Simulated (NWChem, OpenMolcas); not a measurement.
**How methods differ on CH4F2OSi (SMILES C[Si](O)(F)F)**

The species is CH4F2OSi (9 atoms), meant as a singlet with charge 0. SMILES: `C[Si](O)(F)F`. The shape is that of a PBE0-D4/def2-TZVP optimisation. This is one conformer, not always the lowest.

```xyz
9

C    -1.1894    0.3389   -0.1622
Si    0.5801   -0.1307   -0.1925
O     1.0834   -0.4799    1.3080
F     0.8274   -1.3740   -1.1519
F     1.4719    1.0327   -0.8079
H    -1.7955   -0.4801    0.2296
H    -1.3421    1.2133    0.4733
H    -1.5401    0.5775   -1.1681
H     1.9927   -0.7439    1.4547
```

Each level gives the dipole moment (D). The values are calculated.

```tsv
level	kind	program	value (D)	CPU time
HF/cc-pVDZ	Hartree–Fock	NWChem	1.26	2.4 min
BLYP/cc-pVDZ	GGA	OpenMolcas	1.10	59 s
PBE/cc-pVDZ	GGA	NWChem	1.12	1.8 min
revPBE/cc-pVDZ	GGA	OpenMolcas	1.11	56 s
r2SCAN/cc-pVDZ	meta-GGA	OpenMolcas	1.15	71 s
BHLYP/cc-pVDZ	global hybrid	OpenMolcas	1.22	54 s
M06-2X/cc-pVDZ	hybrid meta-GGA	OpenMolcas	1.16	72 s
PBE0/cc-pVDZ	global hybrid	OpenMolcas	1.19	55 s
```

The values span 1.10 to 1.26 D. Magnitudes only. Times are those of the runs behind each value, whatever else they computed, on shared processors of several kinds: orders of magnitude only.
